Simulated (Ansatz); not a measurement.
Worked example: the barrier

An elementary step of Si2H6OF4, closed shell (Si₂H₄OF₂ ([F][SiH]([F])[O][SiH3]) + HF + HF → SiHF₃ ([F][SiH]([F])[F]) + SiH₄O ([OH][SiH3]) + HF (still joined by a long Si–O bond); bonds formed: Si1–F8, O2–H9, H7–F10; bonds broken: H7–F8, H9–F10; bonds weakened to dative contacts: Si1–O2). “Start” is the structure reached by relaxing down from the saddle towards the reactants; PBE0-D4/def2-TZVP structures. The saddle:

```xyz
13
angstrom
Si -0.9443 0.4010 0.9397
O 0.2202 -0.1688 -0.2018
Si 0.0709 0.0029 -1.8950
F -1.9161 0.8935 -0.2740
F -0.5787 1.8228 1.5317
H -1.8849 -0.5001 1.6017
H 1.2515 -0.6637 1.8056
F 0.2900 -0.3158 2.2438
H 1.2183 -0.5917 0.2426
F 2.0380 -0.9450 0.9893
H -0.0010 1.4335 -2.2437
H 1.3331 -0.6000 -2.3811
H -1.0968 -0.7686 -2.3588
```

Computed with Ansatz 0.2.0 (basis: def2-TZVPP and def2-QZVPP); correlated methods freeze the cores.

Energies in eV:

| quantity | saddle | start |
| --- | --- | --- |
| Hartree–Fock, triple zeta (X = 3) | -28692.54261 | -28693.71551 |
| Hartree–Fock, quadruple zeta (X = 4) | -28693.66592 | -28694.85824 |
| MP2 correlation, X = 3 | -42.10027 | -41.46427 |
| MP2 correlation, X = 4 | -45.90493 | -45.26643 |
| CCSD(T) correlation, X = 3 | -44.14215 | -43.53905 |

(1) Work out the barrier at the basis limit: extrapolate Hartree–Fock as E(X) = E∞ + A exp(−7.88 √X) and the MP2 correlation as E(X) = E∞ + B X^−2.97 (the exponents that Neese and Valeev fitted for def2-TZVPP and QZVPP), then add CCSD(T) − MP2 in triple zeta.

T1 diagnostic: at most 0.012.

Results:

(1) Each step is linear, so take the differences first (saddle − start): Hartree–Fock 1.17290 (X = 3) and 1.19232 (X = 4); MP2 correlation -0.63600 and -0.63850; CCSD(T) correlation -0.60310.
Two points give E∞ = E(4) + w [E(4) − E(3)], with w = 1/(exp(7.88 (2 − √3)) − 1) = 0.1377 for Hartree–Fock and w = 1/((4/3)^2.97 − 1) = 0.7407 for the correlation.
Hartree–Fock: 1.19232 + 0.1377 × 0.01942 = 1.1950 eV.
MP2 correlation: -0.63850 + 0.7407 × (-0.00250) = -0.6404 eV.
CCSD(T) − MP2: -0.60310 − (-0.63600) = 0.0329 eV.
Sum: 1.1950 + (-0.6404) + 0.0329 = 0.5875 eV, or 13.55 kcal/mol. Plain CCSD(T) in triple zeta gives 0.5698 eV, so the larger basis shifts the result by 0.0177 eV.

Steps of this kind, hydrogen fluoride cutting a network bond, underlie vapour etching and the fluorination step of atomic layer etching. Here a small cluster stands in for the surface site.

Labels in which every atom is bracketed show which atoms are joined, not bond orders.

For scale, one of the runs: CCSD(T)/def2-TZVPP, 323 basis functions, launched by `ansatz run in.yaml --threads 4 --pin off --events-out ev --progress --plain --max-ram 46080MiB --backend cuda --devices 0, --max-vram 37GiB`. Time: 11 s of wall clock on 4 CPU threads of an AMD EPYC 7R13 and a share of one NVIDIA H100; the host was shared. Peak host memory: 0.88 GiB.
